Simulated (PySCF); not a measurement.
**Deuteron quadrupole couplings in `Cc1cnc(C(C)C)pc1`**

C₈H₁₂NP.
Z-matrix (Å and degrees, GFN2-xTB geometry), rows numbered from 1:
```
C 
C   1  1.4987
C   2  1.3937  1  119.39
N   3  1.3167  2  126.26  1  -178.85
C   4  1.3123  3  123.25  2    -0.15
C   5  1.5102  4  116.26  3   179.97
C   6  1.5282  5  109.70  4    60.94
C   6  1.5282  5  109.69  4   -61.09
P   5  1.7578  4  126.38  3    -0.18
C   2  1.3836  1  120.32  3  -179.10
H   1  1.0906  2  109.76  3    86.78
H   1  1.0879  2  110.68  3   -32.40
H   1  1.0877  2  111.03  3  -153.80
H   3  1.0846  2  119.34  1     1.24
H   6  1.0974  5  108.27  4   179.95
H   7  1.0875  6  110.43  5   179.43
H   7  1.0868  6  109.66  5   -60.33
H   7  1.0883  6  110.36  5    59.28
H   8  1.0883  6  110.39  5   -59.23
H   8  1.0875  6  110.43  5  -179.39
H   8  1.0867  6  109.68  5    60.37
H  10  1.0853  2  118.29  1    -1.06
```

Level: PBE0/pcSseg-1 (PySCF, non-relativistic); Q(2H) = 0.00286 b; rigid geometry, the same for H and D, with no vibrational averaging.

What are Vzz, η and χzz (234.96 MHz × Q × Vzz) at all hydrogens?

```
atom  bonded to  bond length (Å)  Vzz (au)     η  χzz (kHz)
 H11         C1            1.091    0.3087  0.02        207
 H12         C1            1.088    0.3123  0.03        210
 H13         C1            1.088    0.3126  0.03        210
 H14         C3            1.085    0.3136  0.07        211
 H15         C6            1.097    0.2884  0.04        194
 H16         C7            1.088    0.3167  0.02        213
 H17         C7            1.087    0.3132  0.02        210
 H18         C7            1.088    0.3137  0.03        211
 H19         C8            1.088    0.3138  0.03        211
 H20         C8            1.088    0.3167  0.02        213
 H21         C8            1.087    0.3134  0.02        211
 H22        C10            1.085    0.3180  0.06        214
```

How does χzz go with the bond length over the 12 C–H bonds?

A straight-line fit has a slope of -14.8 kHz for each 0.01 Å, with a correlation coefficient of -0.93, over lengths from 1.085 to 1.097 Å. The longer bonds have the smaller couplings here.

Give the 2H NMR doublet splittings at H11 for a magnetic field along the z, y and x axes of the gradient: 3χ/2, 3χ(1 + η)/4, 3χ(1 − η)/4.

With |χ| = 207.4 kHz and η = 0.017: 311, 158 and 153 kHz, to first order and without motion.

Geometry: GFN2-xTB, one conformer, isolated molecule. GFN2-xTB bond lengths can be off by several hundredths of an ångström, more for odd bonds, and the gradients follow them. A larger basis could move these couplings by a tenth or more.
